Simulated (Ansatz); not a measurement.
Frontier orbitals of `[F][Al]1[O]C[SiH2]1`.

Total charge 0; spin multiplicity 1. Geometry: relaxed with PBE0-D4/def2-TZVP. Basis def2-TZVPP, the Gaussian-basis code of Ansatz.

```json
{"functional": "LDA (SPW92)", "HOMO (eV)": "-6.70", "LUMO (eV)": "-2.16", "gap (eV)": "4.54"}
{"functional": "PBE", "HOMO (eV)": "-6.55", "LUMO (eV)": "-1.97", "gap (eV)": "4.58"}
{"functional": "revPBE", "HOMO (eV)": "-6.49", "LUMO (eV)": "-1.88", "gap (eV)": "4.61"}
{"functional": "BLYP", "HOMO (eV)": "-6.43", "LUMO (eV)": "-1.82", "gap (eV)": "4.61"}
{"functional": "PBE0", "HOMO (eV)": "-7.71", "LUMO (eV)": "-1.21", "gap (eV)": "6.50"}
{"functional": "B3LYP", "HOMO (eV)": "-7.52", "LUMO (eV)": "-1.38", "gap (eV)": "6.14"}
{"functional": "LC-ωPBE", "HOMO (eV)": "-10.23", "LUMO (eV)": "0.87", "gap (eV)": "11.10"}
{"functional": "ωB97M-V", "HOMO (eV)": "-9.71", "LUMO (eV)": "0.52", "gap (eV)": "10.23"}
```

From PBE to PBE0 the HOMO moves by −1.16 eV and the LUMO by +0.76 eV, and with ωB97M-V by −3.16 and +2.49 eV, so the gap grows from 4.58 to 10.23 eV with exact exchange. A positive LUMO is unbound and depends on the basis.

B3LYP here is the variant with VWN-RPA as its local correlation; programs differ in this. LC-ωPBE has ω = 0.4 bohr⁻¹.
